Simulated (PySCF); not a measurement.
Correlation energy of Si²⁺ (silicon, charge +2)

[Ne] 3s1 3p1, high-spin 3P determinant (an excited configuration). Computed with PySCF 2.14 in x2c-TZVPPall, with the spin-free X2C one-electron Hamiltonian (Gaussian nucleus). Frozen: [Ne]; 2 electrons correlated.

With two correlated electrons CCSD is exact within the correlated space (frozen core and kept virtual orbitals).

| level | correlation energy (mhartree) |
| --- | --- |
| CCSD | -4.63 |

Diagnostics: T1 = 0.0029, D1 = 0.0054, largest double amplitude 0.045.

Cost of the coupled-cluster step: of the order of 0.5 core-seconds, for 2 correlated electrons.

Iterations:

```
CC2 = 0
CCSD nocc = (np.int64(2), np.int64(0)), nmo = (37, 37)
frozen orbitals [[0, 1, 2, 3, 4], [0, 1, 2, 3, 4]]
max_cycle = 100
direct = 0
conv_tol = 1e-08
conv_tol_normt = 1e-06
diis_space = 8
diis_start_cycle = 0
Init t2, MP2 energy = -0.00267195545657337
Init E_corr(UCCSD) = -0.00267195546883696
cycle = 1  E_corr(UCCSD) = -0.00372134009091193  dE = -0.00104938462  norm(t1,t2) = 0.0173608
cycle = 2  E_corr(UCCSD) = -0.0041896638910993  dE = -0.0004683238  norm(t1,t2) = 0.00855698
cycle = 3  E_corr(UCCSD) = -0.00463645129255151  dE = -0.000446787401  norm(t1,t2) = 0.00433196
cycle = 4  E_corr(UCCSD) = -0.00463346551627801  dE = 2.98577627e-06  norm(t1,t2) = 0.000208518
cycle = 5  E_corr(UCCSD) = -0.00463373498360485  dE = -2.69467327e-07  norm(t1,t2) = 1.5166e-05
cycle = 6  E_corr(UCCSD) = -0.00463362412047861  dE = 1.10863126e-07  norm(t1,t2) = 1.31954e-06
cycle = 7  E_corr(UCCSD) = -0.00463364997579043  dE = -2.58553118e-08  norm(t1,t2) = 2.31915e-07
cycle = 8  E_corr(UCCSD) = -0.00463364699516987  dE = 2.98062057e-09  norm(t1,t2) = 5.14439e-08
UCCSD converged
E(UCCSD) = -288.4008658266146  E_corr = -0.004633646995169867
```
